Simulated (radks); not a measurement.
The numbers below are computed, except where a source is named.
Sn2+, 48 electrons, occupied as [Ar] 3d10 4s2 4p5.5 4d10 5s2 4f0.5 (fractional occupations, a model configuration).

Code: a radial shooting solver on a logarithmic mesh with Libxc functionals. Model: Dirac Kohn-Sham, PBEsol, spin-unpolarised, spherical densities, finite nucleus; open shells are shared between the two j in proportion to 2j + 1; Fermi nuclear charge, rms radius 4.6519 fm.

Energy parts (Ry):
| part | energy |
|---|---|
| total | -12346.76374 |
| kinetic | 12999.25864 |
| electron-nucleus | -29891.70937 |
| Hartree | 4868.88061 |
| exchange-correlation | -323.19363 |

Orbitals (lengths in bohr, moments of r in powers of bohr; <r^-3> diverges for s and p1/2; r(max) is where P^2 peaks):
\begin{tabular}{lrrrrrr}
orbital & occ. & eigenvalue (Ry) & <r> & r(max) & <r^2> & <r^-3> \\ \hline
1s1/2 & 2 & -2131.805 & 0.02907 & 0.01878 & 0.001144 & - \\
2s1/2 & 2 & -323.3549 & 0.1252 & 0.1063 & 0.01853 & - \\
2p1/2 & 2 & -302.2282 & 0.1058 & 0.08180 & 0.01377 & - \\
2p3/2 & 4 & -285.2883 & 0.1112 & 0.08633 & 0.01507 & 4299 \\
3s1/2 & 2 & -63.89394 & 0.3393 & 0.3079 & 0.1317 & - \\
3p1/2 & 2 & -55.30642 & 0.3300 & 0.2942 & 0.1266 & - \\
3p3/2 & 4 & -52.21263 & 0.3412 & 0.3045 & 0.1351 & 800.2 \\
3d3/2 & 4 & -37.01524 & 0.3125 & 0.2492 & 0.1161 & 125.8 \\
3d5/2 & 6 & -36.37628 & 0.3161 & 0.2522 & 0.1186 & 117.4 \\
4s1/2 & 2 & -11.61953 & 0.8158 & 0.7446 & 0.7531 & - \\
4p1/2 & 1.83333 & -8.75164 & 0.8610 & 0.7700 & 0.8468 & - \\
4p3/2 & 3.66667 & -8.18643 & 0.8902 & 0.7945 & 0.9051 & 146.2 \\
4d3/2 & 4 & -3.67294 & 1.063 & 0.8750 & 1.332 & 16.19 \\
4d5/2 & 6 & -3.59266 & 1.076 & 0.8843 & 1.365 & 14.95 \\
5s1/2 & 2 & -2.16600 & 2.134 & 1.894 & 5.119 & - \\
4f5/2 & 0.214286 & -0.41407 & 5.729 & 5.319 & 37.75 & 0.03114 \\
4f7/2 & 0.285714 & -0.41400 & 5.732 & 5.321 & 37.78 & 0.03084 \\
\end{tabular}

The highest occupied level is 4f7/2 at -5.633 eV. The electron density at the nucleus is 1.909e+05 e/bohr^3.
